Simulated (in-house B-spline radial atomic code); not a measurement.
RPA and G0W0 on BLYP: B²⁺

Configuration [He] 2s1, highest spin, mean-field start BLYP. Computed with an all-electron radial atomic-structure program (B-spline basis): all electrons, scalar-relativistic (spin-free one-electron X2C), finite nucleus, each spin shell either full or empty, empty states to l = 9 with an (l + 1/2)⁻⁴ tail; G0W0 by contour deformation at full frequency.

RPA overbinds a lone outer s electron by self-correlation, and G0W0 tends to as well.

Command:
```bash
python run_gw.py task.json out
```
Settings (radii: box in bohr, nucleus in fm):
```
Z                        5
electrons                3
configuration            [He] 2s1
hamiltonian              x2c
method                   b88,lyp
lmax                     9
rms_radius               2.406
spin_polarised           True
box_radius               17.55
intervals                72
ion_configuration        1s2
```

Cost of the run: 2.3 s on 1 thread of Arm Neoverse N1 (shared host).

Energies (hartree):

```json
{"term": "mean-field total", "value": "-23.43946"}
{"term": "Hartree-Fock functional on these orbitals", "value": "-23.38030"}
{"term": "direct second order", "value": "-0.15471"}
{"term": "second-order exchange", "value": "0.10311"}
{"term": "SOSEX correction", "value": "0.084529"}
```

**Question.** What is the RPA correlation energy, and what remains with SOSEX?

**Answer.** RPA gives -0.13288 hartree (-1.21 eV per electron); RPA + SOSEX gives -0.04835, and the second-order doubles -0.051598 hartree (no singles). SOSEX takes back 64 % of the RPA value.

Quasi-particle levels (eV):

```csv
level,occupied,mean field,Σx - vxc,Σc,QP weight,G0W0
2s up,yes,-32.52,-5.33,?,?,?
2s down,no,-29.009,6.33,-2.78,0.837,-25.452
```

G0W0 = mean field + (Σx - vxc) + Σc, with Σc (partial-wave tail included) taken at the quasi-particle energy. Levels of low weight are left out.

**Question.** Where does G0W0 put 2s up?

**Answer.** At -38.95 eV, with Σc = -1.10 eV and a quasi-particle weight of 0.935. The tabulated removal energy is 37.931 eV (NIST, measured).

**Question.** What does it cost to remove one electron (to 1s2) by differences of total energies, each species on its own start (correlation terms add to the Hartree-Fock functional)?

**Answer.** BLYP 38.45 eV, Hartree-Fock functional 37.81 eV, + RPA 38.98 eV, + RPA + SOSEX 37.91 eV, + second order 37.93 eV. Tabulated: 37.931 eV (NIST, measured).
